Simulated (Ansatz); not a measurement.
**Molecular dynamics of H5NSi + N2**

Input file:

```yaml
crystal:
  periodic: [false, false, false]
  atoms:
    - { symbol: "N", position_ang: [0.049828, -0.41457, -3.332869] }
    - { symbol: "N", position_ang: [-0.462735, -0.007547, -2.452008] }
    - { symbol: Si, position_ang: [0.671983, -0.171884, 0.848491] }
    - { symbol: "N", position_ang: [-0.868628, 0.617973, 0.853682] }
    - { symbol: H, position_ang: [1.622181, 0.636169, 0.025555] }
    - { symbol: H, position_ang: [1.148005, -0.240543, 2.263005] }
    - { symbol: H, position_ang: [0.710935, -1.572645, 0.300949] }
    - { symbol: H, position_ang: [-1.56582, 0.329291, 1.531156] }
    - { symbol: H, position_ang: [-1.305647, 0.823855, -0.038061] }
basis:
  gaussian: { orbitals: def2-SVP }
hamiltonian:
  xc: pbe0
  dispersion: d4
md:
  timestep: 1.0
  n_steps: 400
  ensemble: nve_milne
  temperature: 1000.0
  initial_velocities: maxwell_boltzmann
  seed: 542763
```

Run as:

```bash
$ ansatz run input.yaml --threads 2 --pin off --max-ram 3072MiB --backend cpu --events-out ev --progress --plain --runs-dir out
```

It starts from a relaxed structure.

Output, in part (step lines, the closing report, with atoms numbered from 0):

```
md step     0: t =     0.00 fs  T =  1000.0 K  F+E_penalty+E_count = -12415.30748634 eV  E_kin = 0.904820 eV  conserved = -12414.40266634 eV  (24 SCF iters)
[... lines left out ...]
Total energy: -12414.89534647 eV, -456.2389888646 hartree
Atom 0 at    -0.627971    -0.027310    -6.329613 Å, force     0.322283    -0.904059    -1.068868 eV/Å
Atom 1 at    -0.871725     0.658051    -5.518804 Å, force    -0.322375     0.904139     1.068919 eV/Å
Atom 2 at     0.501849     0.195121     2.993550 Å, force     0.352500     2.152517     1.381003 eV/Å
Atom 3 at     0.419528    -1.070894     1.933622 Å, force    -0.319305    -2.644699    -2.148395 eV/Å
Atom 4 at     1.857135     0.842033     2.784673 Å, force    -0.053936    -0.444236     0.461983 eV/Å
Atom 5 at    -0.337674     1.409220     2.737360 Å, force    -0.429069    -0.336007    -0.121485 eV/Å
Atom 6 at     0.212799    -0.313493     4.374629 Å, force     0.202094     0.422746     0.288796 eV/Å
Atom 7 at    -0.389310    -1.637206     1.645338 Å, force     0.329189     0.675141     0.341237 eV/Å
Atom 8 at     1.208819    -1.712069     2.026025 Å, force    -0.081381     0.174457    -0.203190 eV/Å
Dipole moment:    -0.058809    -0.356358    -0.057723 e Å
```

The steps, from the saved trajectory:

| time (fs) | T (K) | potential energy less start (eV) | conserved less start (meV/atom) |
| --- | --- | --- | --- |
| 0 | 1000 | 0.000 | 0.00 |
| 13 | 784 | 0.195 | -0.01 |
| 26 | 651 | 0.315 | -0.08 |
| 39 | 646 | 0.320 | -0.01 |
| 52 | 818 | 0.165 | -0.01 |
| 65 | 634 | 0.332 | 0.01 |
| 78 | 628 | 0.336 | 0.00 |
| 91 | 586 | 0.375 | 0.02 |
| 104 | 859 | 0.127 | -0.04 |
| 117 | 628 | 0.336 | -0.02 |
| 130 | 556 | 0.403 | 0.06 |
| 143 | 764 | 0.214 | 0.03 |
| 156 | 714 | 0.259 | 0.00 |
| 169 | 613 | 0.350 | 0.01 |
| 182 | 585 | 0.375 | -0.02 |
| 195 | 835 | 0.149 | -0.06 |
| 208 | 571 | 0.388 | 0.02 |
| 221 | 628 | 0.337 | 0.02 |
| 234 | 631 | 0.333 | -0.07 |
| 247 | 676 | 0.294 | 0.03 |
| 260 | 627 | 0.337 | -0.02 |
| 273 | 737 | 0.238 | -0.02 |
| 286 | 505 | 0.448 | 0.01 |
| 299 | 718 | 0.255 | -0.01 |
| 312 | 585 | 0.375 | -0.01 |
| 325 | 644 | 0.322 | -0.03 |
| 338 | 573 | 0.386 | 0.01 |
| 351 | 655 | 0.313 | 0.00 |
| 364 | 595 | 0.367 | 0.03 |
| 377 | 599 | 0.362 | -0.01 |
| 390 | 673 | 0.295 | -0.01 |

The run went to its last step. The conserved energy stayed within 0.15 meV per atom of its start (net change -0.0017 meV per atom), so the integration is sound. A run of 0.4 ps of so small a system gives no equilibrium averages.

The same pairs are bonded in the first frame and the last. Pairs count as bonded within 1.25 times the sum of covalent radii (0.12 Å more for H–H).

Last frame:

```xyz
9
Properties=species:S:1:pos:R:3
N -0.628 -0.027 -6.330
N -0.872 0.658 -5.519
Si 0.502 0.195 2.994
N 0.419 -1.071 1.934
H 1.857 0.842 2.785
H -0.338 1.409 2.737
H 0.213 -0.314 4.375
H -0.389 -1.637 1.645
H 1.209 -1.712 2.026
```

Run time: 14 min on 2 threads of Arm Neoverse N1 (shared host), peak memory 0.18 GiB.
